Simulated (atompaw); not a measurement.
arsenic: PAW (atompaw) pseudisation with PBEsol, scalar-relativistic reference atom.

atompaw 4.2.0.5 was run on this input:

```
As 33
GGA-PBESOL scalarrelativistic loggrid 1500 logderivrange -7 5 301
4 4 3 0 0 0
4 1 1
0 0 0
c
c
c
v
c
c
v
v
2
2.00 1.95 1.60 1.10
y
-1.8
n
y
-1.35
n
y
-3.65
n
custom polynom vanderbiltortho gaussian
bessel
1.60
1.60
2.00
2.00
0.80
0.80
PWSCFOUT
UPFDX 0.0125d0 UPFXMIN -7.d0 UPFZMESH 33.d0
END
```

Command:

```bash
atompaw < As.input > As.log
```

Resulting log (summary file):

```
Completed calculations for As (AE)

 Exchange-correlation type: GGA, Perdew-Burke-Ernzerhof modified (PBEsol)

 Radial integration grid is logarithmic
 r0 =   2.5579037E-04 h =   8.4410822E-03   n =      1500 rmax =   8.0000000E+01

 Scalar relativistic calculation

 AEatom converged in  29 iterations
   nz     =  33.00
   delta  =       2.764138495345E-16

 All Electron Orbital energies:
  n  l      occupancy      energy
  1  0      2.0000000E+00 -8.6227002E+02
  2  0      2.0000000E+00 -1.1076543E+02
  3  0      2.0000000E+00 -1.5529453E+01
  4  0      2.0000000E+00 -2.4615405E+00
  2  1      6.0000000E+00 -9.7349454E+01
  3  1      6.0000000E+00 -1.1380880E+01
  4  1      1.0000000E+00 -1.6681750E+00
  3  2      1.0000000E+01 -4.5537464E+00

 Total energy
   Total                    :    -4516.42150739004592

 ---
 Completed calculations for As (SC)

 Exchange-correlation type: GGA, Perdew-Burke-Ernzerhof modified (PBEsol)

 Radial integration grid is logarithmic
 r0 =   2.5579037E-04 h =   8.4410822E-03   n =      1500 rmax =   8.0000000E+01

 Scalar relativistic calculation

 SCatom converged in   2 iterations
   nz     =  33.00
   delta  =       1.575563528643E-17

 Valence Electron Orbital energies:
  n  l      occupancy      energy
   4  0      2.0000000E+00 -2.4615405E+00
   4  1      1.0000000E+00 -1.6681750E+00
   3  2      1.0000000E+01 -4.5537464E+00

 Total energy
   Total                    :    -4516.42150739731005
   Valence                  :     -351.24192553418993

 PAW parameters:
       lmax =            2
         rc =    2.0000037236253863
        irc =         1063
   rc_shape =    1.9499866293751995
    rc_vloc =    1.6058440698246936
    rc_core =    1.1075720284830379
   Vloc: truncated form - Vps(r)=A.sin(qr)/r for r<rc
   Projector type: polynomial pseudization + Vanderbilt ortho.
   Gaussian compensation charge shape with gausstol =   1.0000E-04

 Number of basis functions     6
 No.   n  nodes  l      Energy         Cp coeff         Occ
  1    4    3    0   -0.2461541E+01 -0.1385205E+04  0.2000000E+01
  2  999    4    0   -0.1800000E+01 -0.3002368E+03  0.0000000E+00
  3    4    2    1   -0.1668175E+01  0.6992169E+04  0.1000000E+01
  4  999    3    1   -0.1350000E+01  0.2888435E+04  0.0000000E+00
  5    3    0    2   -0.4553746E+01 -0.1031625E+02  0.1000000E+02
  6  999    1    2   -0.3650000E+01 -0.2318522E+02  0.0000000E+00

 Eigenvalues of overlap operator (in the basis of projectors):
    1        4.55841502E-01
    2        7.37463582E-01
    3        1.36283911E+00
    4        2.92847185E+02
    5        1.37904384E+03
    6        5.61950427E+03

 Orbital leakage outside PAW augmentation regions
   orb  is_core?  %out_of_sphere
   1 0    T           0.00
   2 0    T           0.00
   3 0    T           0.01
   4 0    F          33.89
   2 1    T           0.00
   3 1    T           0.02
   4 1    F          52.39
   3 2    F           0.48

 Summary of PAW energies
   Total valence energy     :   -351.24255308309159
   Smooth energy            :    193.68056114472373
   One center               :   -544.92311422781529
   Smooth kinetic           :    155.96449168170011
   Vloc energy              :     38.53266523222638
   Smooth exch-corr         :    -23.46756718293942
   One-center xc            :   -139.36869218239926
```

The run took about 2.6 s on one core of a shared server CPU.
